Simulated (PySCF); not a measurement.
Isomers of CH12OSi4, mass 151.997 u with the commonest isotopes. Theory: CAM-B3LYP/def2-SVPD in PySCF (dipole) on a GFN2-xTB geometry, gas phase. One conformer each, none proved a minimum here; rigid rotors.

Task: Order these by radius of gyration √(Σ m r²/M), largest first.
A. `[CH3:1][SiH2:2][SiH2:3][SiH2:4][O:5][SiH3:6]` with C1–Si2–Si3–Si4 -151°, Si2–Si3–Si4–O5 -19°, Si3–Si4–O5–Si6 173°
B. `[OH:1][SiH2:2][SiH2:3][CH2:4][SiH2:5][SiH3:6]` with H–O1–Si2–Si3 62°, O1–Si2–Si3–C4 -71°, Si2–Si3–C4–Si5 55°, Si3–C4–Si5–Si6 56°
C. `[OH:1][SiH2:2][C:3]([SiH3:4])([SiH3:5])[SiH3:6]` with H–O1–Si2–C3 180°

Result: A (2.491 Å), B (2.300 Å), C (2.013 Å).

Task: Order these by dipole moment, smallest first.
A. `[OH:1][SiH2:2][SiH2:3][CH2:4][SiH2:5][SiH3:6]` with H–O1–Si2–Si3 62°, O1–Si2–Si3–C4 -71°, Si2–Si3–C4–Si5 55°, Si3–C4–Si5–Si6 56°
B. `[CH3:1][SiH2:2][SiH2:3][SiH2:4][O:5][SiH3:6]` with C1–Si2–Si3–Si4 -151°, Si2–Si3–Si4–O5 -19°, Si3–Si4–O5–Si6 173°
C. `[OH:1][SiH2:2][C:3]([SiH3:4])([SiH3:5])[SiH3:6]` with H–O1–Si2–C3 180°

Result: B (0.48 D), C (1.45 D), A (1.92 D).

Task: Order these by rotational constant C, largest first.
A. `[CH3:1][SiH2:2][SiH2:3][SiH2:4][O:5][SiH3:6]` with C1–Si2–Si3–Si4 -151°, Si2–Si3–Si4–O5 -19°, Si3–Si4–O5–Si6 173°
B. `[OH:1][SiH2:2][SiH2:3][CH2:4][SiH2:5][SiH3:6]` with H–O1–Si2–Si3 62°, O1–Si2–Si3–C4 -71°, Si2–Si3–C4–Si5 55°, Si3–C4–Si5–Si6 56°
C. `[OH:1][SiH2:2][C:3]([SiH3:4])([SiH3:5])[SiH3:6]` with H–O1–Si2–C3 180°

Result: C (1122 MHz), B (702.8 MHz), A (546.4 MHz).

```tsv
SMILES	point group	Ia (u·Å²)	Ib (u·Å²)	Ic (u·Å²)	κ	μa (D)	μb (D)	μc (D)
C[SiH2][SiH2][SiH2]O[SiH3]	C1	236.03	726.06	924.92	-0.81	0.41	0.06	0.22
O[SiH2]C([SiH3])([SiH3])[SiH3]	Cs	335.77	446.03	450.24	-0.94	1.19	0.82	0.00
O[SiH2][SiH2]C[SiH2][SiH3]	C1	276.52	612.87	719.10	-0.78	1.07	1.38	0.80
```
